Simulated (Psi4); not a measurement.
Cl₂Sb, doublet, geometry from GFN2-xTB (the spin is typed, not shown lowest) (all electrons, no relativity), with bond 3-1 at 1.6 times its length; R2SCAN/STO-3G in Psi4.

Input for Psi4:
```
memory 2 GB

molecule {
0 2
  Sb    0.40500205   -0.02305416    0.49689672
  Cl    0.72554758    0.35536175   -1.81698212
  Cl   -3.34788721   -0.44408635    0.22392910
}

set basis sto-3g
set reference uks
set scf_type pk
set damping_percentage 20

energy('r2scan')
print_variables()
```

Question: Write the output that Psi4 gives for this input, abridged.

Answer: 
```
   => Loading Basis Set <=

    Name: STO-3G
    Role: ORBITAL
    Keyword: BASIS

         ---------------------------------------------------------
                                   SCF
               by Justin Turney, Rob Parrish, Andy Simmonett
                          and Daniel G. A. Smith
                              UKS Reference
         ---------------------------------------------------------

  ==> Geometry <==

    Molecular point group: cs
    Full point group: Cs

    Geometry (in Angstrom), charge = 0, multiplicity = 2:

       Center              X                  Y                   Z               Mass
    ------------   -----------------  -----------------  -----------------  -----------------
         SB          -0.467861105745    -0.633554478974     0.000000000000   120.903812000000
         CL           1.876433215610    -0.956459199911     0.000000000000    34.968852682000
         CL          -0.258816770326     3.146955763075     0.000000000000    34.968852682000

  Running in cs symmetry.

  Rotational constants: A =      0.11940  B =      0.03853  C =      0.02913 [cm^-1]
  Rotational constants: A =   3579.50747  B =   1154.95657  C =    873.20880 [MHz]
  Nuclear repulsion =  348.111801915817182

  Charge       = 0
  Multiplicity = 2
  Electrons    = 85
  Nalpha       = 43
  Nbeta        = 42

  ==> Algorithm <==

  SCF Algorithm Type is PK.
  DIIS enabled.
  MOM disabled.
  Fractional occupation disabled.
  Guess Type is SAD.
  Energy threshold   = 1.00e-06
  Density threshold  = 1.00e-06
  Integral threshold = 1.00e-12

  ==> Primary Basis <==

  Basis Set: STO-3G
    Blend: STO-3G
    Number of shells: 21
    Number of basis functions: 45
    Number of Cartesian functions: 47
    Spherical Harmonics?: true
    Max angular momentum: 2

  ==> DFT Potential <==

   => LibXC <=

    Version 7.1.2
    S. Lehtola, C. Steigemann, M. J. T. Oliveira, and M. A. L. Marques,  SoftwareX 7, 1–5 (2018) (10.1016/j.softx.2017.11.002)

   => Composite Functional: R2SCAN <=

    r2SCAN Meta-GGA XC Functional  (0.1021/acs.jpclett.0c02405)
    J. W. Furness, A. D. Kaplan, J. Ning, J. P. Perdew, J. Sun  J. Phys. Chem. Lett.  11, 8208–8215, 2020

    Deriv               =              1
    GGA                 =           TRUE
    Meta                =           TRUE

    Exchange Hybrid     =          FALSE
    MP2 Hybrid          =          FALSE

   => Exchange Functionals <=

    1.0000   XC_MGGA_X_R2SCAN

   => Correlation Functionals <=
[...]
   @UKS iter  90: -7163.94745814437920    4.19272e-01   3.47769e-03 DIIS/ADIIS/DAMP=20%
   @UKS iter  91: -7163.83620259549480    1.11256e-01   3.39193e-03 DIIS/ADIIS/DAMP=20%
   @UKS iter  92: -7163.81628005647144    1.99225e-02   3.17440e-03 DIIS/ADIIS/DAMP=20%
   @UKS iter  93: -7163.83920502944238   -2.29250e-02   2.97951e-03 DIIS/ADIIS/DAMP=20%
   @UKS iter  94: -7163.91723888098659   -7.80339e-02   3.48658e-03 DIIS/ADIIS/DAMP=20%
   @UKS iter  95: -7163.87048933014285    4.67496e-02   3.42597e-03 DIIS/ADIIS/DAMP=20%
   @UKS iter  96: -7163.85837309966882    1.21162e-02   3.36778e-03 DIIS/ADIIS/DAMP=20%
   @UKS iter  97: -7163.86245991619126   -4.08682e-03   3.37638e-03 DIIS/ADIIS/DAMP=20%
   @UKS iter  98: -7163.85646688471206    5.99303e-03   3.32315e-03 DIIS/ADIIS/DAMP=20%
   @UKS iter  99: -7163.76501333383294    9.14536e-02   2.20468e-03 DIIS/ADIIS/DAMP=20%
   @UKS iter 100: -7163.85433728480166   -8.93240e-02   1.99455e-03 DIIS/ADIIS/DAMP=20%

PsiException: Could not converge SCF iterations in 100 iterations.

  Failed to converge.

Traceback (most recent call last):
  File "psi4", line 375, in <module>
  File "<string>", line 26, in <module>
  File "site-packages/psi4/driver/driver.py", line 533, in energy
  File "site-packages/psi4/driver/procrouting/proc.py", line 2760, in run_scf
  File "site-packages/psi4/driver/procrouting/proc.py", line 2047, in scf_helper
  File "site-packages/psi4/driver/procrouting/scf_proc/scf_iterator.py", line 93, in scf_compute_energy
  File "site-packages/psi4/driver/procrouting/scf_proc/scf_iterator.py", line 86, in scf_compute_energy
  File "site-packages/psi4/driver/procrouting/scf_proc/scf_iterator.py", line 609, in scf_iterate

psi4.driver.p4util.exceptions.SCFConvergenceError: Could not converge SCF iterations in 100 iterations.

Printing out the relevant lines from the Psithon --> Python processed input file:
    core.IO.set_default_namespace("")
    core.set_global_option("BASIS", "sto-3g")
    core.set_global_option("REFERENCE", "uks")
    core.set_global_option("SCF_TYPE", "pk")
    core.set_global_option("DAMPING_PERCENTAGE", 20)
--> energy('r2scan')
    print_variables()

!-------------------------------------------------------!
!                                                       !
!  Could not converge SCF iterations in 100 iterations. !
!                                                       !
!-------------------------------------------------------!
```

Convergence was not reached.
